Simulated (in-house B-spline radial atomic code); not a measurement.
Results of a calculation; reference values are marked as such.
**Hf4+ at several levels of theory**

Ground configuration [Xe] 4f14. All numbers come from a B-spline radial code for spherical atoms, all electrons, at the radial basis limit. Mean-field, RPA, GW and linear-response runs are scalar-relativistic (one-electron X2C), no spin-orbit coupling, without Breit or QED terms, open shells spin-polarised at highest spin; the many-body runs on Dirac-Hartree-Fock orbitals are four-component, and their energies hold both.

Without the two-electron picture change, the correlation of inner shells comes somewhat too large for so heavy an element.

**Ionisation energy.** The reference is 68.37 ± 0.04 eV (NIST, semi-empirical). It runs between the lowest fine-structure levels, while the runs without spin-orbit coupling give shell averages, so part of their difference is this splitting, and a close match can be a cancellation.

| method | value (eV) | minus reference (eV) |
| --- | --- | --- |
| minus the highest LDA VWN5 level | 58.28 | -10.09 |
| minus the highest PBE level | 57.88 | -10.49 |
| G0W0 on PBE | 69.33 | +0.96 |
| minus the highest r2SCAN level | 58.01 | -10.36 |
| minus the highest PBE0 level | 61.73 | -6.64 |
| G0W0 on PBE0 | 69.29 | +0.92 |
| minus the highest B3LYP (VWN-RPA) level | 60.97 | -7.40 |
| minus the highest CAM-B3LYP level | 62.95 | -5.42 |
| minus the highest LC-wPBE level | 63.37 | -5.00 |
| minus the highest Hartree-Fock level | 72.18 | +3.81 |
| G0W0 on Hartree-Fock | 69.03 | +0.66 |
| Dirac-Fock + self-energy with TDHF screening (4f7/2) | 67.99 | -0.38 |

Q: Which methods come closest, and which lies farthest off?

A: Closest: Dirac-Fock + self-energy with TDHF screening (4f7/2) (-0.38 eV) and G0W0 on Hartree-Fock (+0.66 eV). Farthest: minus the highest PBE level (-10.49 eV). The TDHF-screened form was chosen among four for its agreement on 13 closed-shell atoms.

**Static dipole polarisability and C6** of two like species, by linear response (no reference value is at hand):

```json
{"method": "LDA VWN5", "α (bohr³)": "3.251", "C6 (hartree·bohr⁶)": "14.81"}
{"method": "PBE", "α (bohr³)": "3.272", "C6 (hartree·bohr⁶)": "14.94"}
{"method": "PBE0", "α (bohr³)": "3.23", "C6 (hartree·bohr⁶)": "14.74"}
{"method": "B3LYP (VWN-RPA)", "α (bohr³)": "3.244", "C6 (hartree·bohr⁶)": "14.8"}
{"method": "CAM-B3LYP", "α (bohr³)": "3.248", "C6 (hartree·bohr⁶)": "14.81"}
{"method": "LC-wPBE", "α (bohr³)": "3.274", "C6 (hartree·bohr⁶)": "14.94"}
{"method": "TDHF", "α (bohr³)": "3.166", "C6 (hartree·bohr⁶)": "14.44"}
{"method": "relativistic RPA (four-component TDHF)", "α (bohr³)": "3.196", "C6 (hartree·bohr⁶)": "14.56"}
```

Q: What mean excitation energy do α and C6 imply in London's formula C6 = (3/4) α² ω?

A: LDA VWN5: ω = 1.868 hartree; relativistic RPA (four-component TDHF): ω = 1.901 hartree. A method that puts the excitations lower gives a larger α and a smaller ω.

Run times on one thread of shared hosts: mean field, RPA, SOSEX and G0W0 on PBE, 3 s (AMD EPYC 9R14); TDDFT with PBE, 6.9 s (Arm Neoverse N1); removal energies by the self-energy, 220 s (Arm Neoverse N1).
